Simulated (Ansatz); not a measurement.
Geometry optimisation, Ansatz 0.2.0, RKS r2SCAN-D4/STO-3G.

input.yaml

```yaml
crystal:
  periodic: [false, false, false]
  atoms:
    - { symbol: C, position_ang: [-1.1501, 0.1248, 1.2597] }
    - { symbol: C, position_ang: [-0.1811, -0.8575, 0.7682] }
    - { symbol: Si, position_ang: [1.0819, -0.2343, -0.4353] }
    - { symbol: P, position_ang: [0.2441, 0.3451, -2.3519] }
    - { symbol: H, position_ang: [-1.8871, -0.3, 1.9432] }
    - { symbol: H, position_ang: [-1.7926, 0.5818, 0.416] }
    - { symbol: H, position_ang: [-0.6865, 1.0162, 1.7537] }
    - { symbol: H, position_ang: [-0.6731, -1.6786, 0.3053] }
    - { symbol: H, position_ang: [0.3405, -1.243, 1.6907] }
    - { symbol: H, position_ang: [1.8043, 0.9612, 0.1491] }
    - { symbol: H, position_ang: [2.1085, -1.2928, -0.6737] }
    - { symbol: H, position_ang: [1.3115, 0.9927, -2.8947] }
    - { symbol: H, position_ang: [-0.4998, 1.5496, -1.9155] }
basis:
  gaussian: { orbitals: STO-3G }
hamiltonian:
  xc: r2scan
  dispersion: d4
relax:
  f_tol: 0.02
  max_steps: 40
scf:
  lower_state_search: "off"
```

Command:

```bash
$ ansatz run input.yaml --threads 1 --pin off --max-ram 2048MiB --backend cpu --events-out ev --progress --plain --runs-dir out
```

Q: Where does it end, and by what steps?

A: The forces met the threshold. The force dipped under the threshold on the way, but the program's further checks kept it going. Limits of this set-up: minimal basis. After 10 steps the energy has fallen by 0.627 eV; H13 moved furthest, 0.21 Å.

```csv
step,energy less start (eV),largest force component (eV/Å),accepted
0,0.0000,4.042,yes
1,-0.4631,1.535,yes
2,-0.6102,0.440,yes
3,-0.6220,0.117,yes
4,-0.6227,0.145,yes
5,-0.6244,0.092,yes
6,-0.6260,0.015,yes
7,-0.6264,0.051,yes
8,-0.6264,0.052,yes
9,-0.6268,0.025,yes
10,-0.6269,0.011,yes
```

```xyz
13
Properties=species:S:1:pos:R:3
C -1.210 0.165 1.205
C -0.135 -0.879 0.799
Si 1.115 -0.221 -0.452
P 0.100 0.379 -2.338
H -1.906 -0.254 1.946
H -1.799 0.485 0.333
H -0.744 1.059 1.646
H -0.641 -1.766 0.389
H 0.395 -1.211 1.704
H 1.837 0.879 0.159
H 2.076 -1.265 -0.740
H 1.270 0.989 -2.842
H -0.338 1.606 -1.796
```

Whether the end is a true minimum wasn't checked by a vibrational analysis.

Run time: 17 s on 1 thread of Intel(R) Xeon(R) 6975P-C (Granite Rapids), on a shared host, peak memory 0.13 GiB.
